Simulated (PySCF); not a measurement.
An unknown shows these calculated signals:

¹H NMR (400 MHz, computed): δ 7.89 (dd, J = 4.1, 2.8 Hz, 1H), 7.66 (dd, J = 4.1, 2.8 Hz, 1H), 6.20 (dd, J = 20.8, 14.8 Hz, 1H), 5.80 (dd, J = 14.8, 4.2 Hz, 1H), 5.44 (t, J = 4.1 Hz, 1H), 5.41 (dd, J = 20.8, 4.2 Hz, 1H), 4.31 (br, 1H).

¹³C{¹H} NMR (computed): δ 186.8 (CH), 185.8 (CH), 151.6 (CH), 129.5 (CH2), 106.6 (CH).

PySCF 2.14.0 with density-fitted response routines calculation with shieldings: GIAO PBE0/pcSseg-1, PBE0-D3(BJ)/def2-SVP structure and J couplings at B3LYP/pcJ-1 (spin–dipole term only in couplings to heteroatoms); gas phase, no relativistic terms, one computed conformer.

Scale: TMS for ¹H (σ = 31.27 ppm), ¹³C (σ = 184.41 ppm) (reference shieldings calculated alike).

Question: Which of these does the molecule contain: a three-membered ring, an aldehyde, a vinyl group CH=CH2, an S-methyl group, a non-aromatic C=C double bond, an amide?

Answer: 
- A three-membered ring: no.
- An aldehyde: yes (δC 186.8; δH 7.89 (dd)).
- A vinyl group CH=CH2: yes (δC 129.5, 151.6; δH 5.80 (dd), 5.41 (dd), 6.20 (dd)).
- An S-methyl group: no.
- A non-aromatic C=C double bond: yes.
- An amide: no.

The data belong to SMILES C=C[B@@H-]1OC=CC=[O+]1, C₅H₇BO₂; they needn't prove each group on their own.

Carbon signals by region: 2 in the far downfield region (above 160 ppm), 3 in the sp2 and nitrile region (100–160 ppm). Above 160 ppm: 186.8, aldehyde carbonyl carbon, 185.8, alkene carbon bearing oxygen.

Hydrogens on boron are broadened and split by ¹¹B (spin 3/2, 80 %) and 10B (spin 3). A carbon bonded to boron is broadened by the quadrupolar boron nucleus and is often missing from a measured spectrum. Splittings below 1 Hz are ignored in the labels, and close J values are merged. Unscaled 3J(H,H) at this level run about 10 % above measured values. Shifts are as computed. Against solution values, carbons near 30 ppm lie about +2 ppm off and those near 130 ppm about +5 ppm. Of 1309 compounds with measured shifts, 239 miss one by over three times the rms of a fit or turn the order of signals round; such compounds aren't used in these exercises. Vicinal couplings across rotatable single bonds and in flexible rings belong to the one computed conformer; a conformer average would change them.
